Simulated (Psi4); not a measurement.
copper atom (Cu), doublet. Base run: Psi4 with M06-2X/6-31G**.

Here is a job for Psi4.
```
memory 2 GB

molecule mol {
0 2
  Cu    0.000000    0.000000    0.000000
}

set basis 6-31g**
set reference uks

energy('m06-2x')
print_variables()
```

The base run was repeated with changes; each row names its change, and settings that it needs were set with it.

| change | ΔE vs base (mEh) | SCF cycles | grid points | basis functions | outcome |
|---|---|---|---|---|---|
| base | 0.000 | 44 | 21134 | 39 | converged |
| df_basis_scf = cc-pvqz-jkfit | - | - | - | 39 | input refused |
| guess = sadno | -70.802 | 23 | 21134 | 39 | another SCF solution |
| puream = false | 0.000 | 44 | 21134 | 39 | converged |
| guess = sap | -70.802 | 14 | 21134 | 39 | another SCF solution |
| dft_pruning_scheme = treutler | 0.000 | 81 | 11216 | 39 | converged |
| dft_radial_scheme = mura | 2.184 | 53 | 21436 | 39 | converged |
| dft_radial_points = 99 | 1.597 | 33 | 27482 | 39 | converged |
| scf_type = pk | -0.045 | 50 | 21134 | 39 | converged |
| damping_percentage = 50 | - | - | - | 39 | stopped with an error |
| e_convergence = 1e-4 | 0.000 | 44 | 21134 | 39 | converged |
| puream = true | -68.251 | 29 | 21134 | 34 | converged |
| dft_spherical_points = 110 | 0.000 | 36 | 7700 | 39 | converged |

A guess, shift, damping, solver or small numerical setting can't move a converged solution much, so rows marked as another SCF solution ended in a different state.

Open shells are given as the SCF converged; they aren't shown to be the lowest states, and a large step between rows can be another state.

- df_basis_scf = cc-pvqz-jkfit: ended with `psi4.driver.qcdb.exceptions.BasisSetNotFound: BasisSet::construct: Unable to find a basis set for atom 1 for key JKFIT among:`
- damping_percentage = 50: ended with `Exception: ADIIS minimization failed. File a bug, and include your entire input and output files.`
